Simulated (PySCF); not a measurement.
**Os(2+): ionisation energy**

Os(2+) [Xe] 4f14 5d6 (5D) → Os(3+) [Xe] 4f14 5d5 (6S), as a difference of total energies. Computed with PySCF 2.14 in aug-cc-pVQZ-PP with ECP60MDF, with a scalar-relativistic core potential. Correlated levels: valence: 5s2 5p6 frozen. The calculations carry no spin-orbit coupling.

```tsv
method	ionisation energy (eV)
UHF	24.880
LDA	27.164
PBE	26.935
PBE0	26.724
r2SCAN	26.438
M06-L	26.708
MN15	27.121
BHandHLYP	26.637
MP2 (valence)	26.254
SCS-MP2 (valence)	26.521
```

Task: How much does correlation contribute at MP2 (valence)?

Result: 26.254 − (24.880) = 1.374 eV, measured against UHF.

The reference lies between the lowest fine-structure levels, while these numbers refer to the centres of the terms.

For comparison: 25 ± 1.6 eV (theoretical estimate listed by NIST; NIST Atomic Spectra Database, ionization energies).
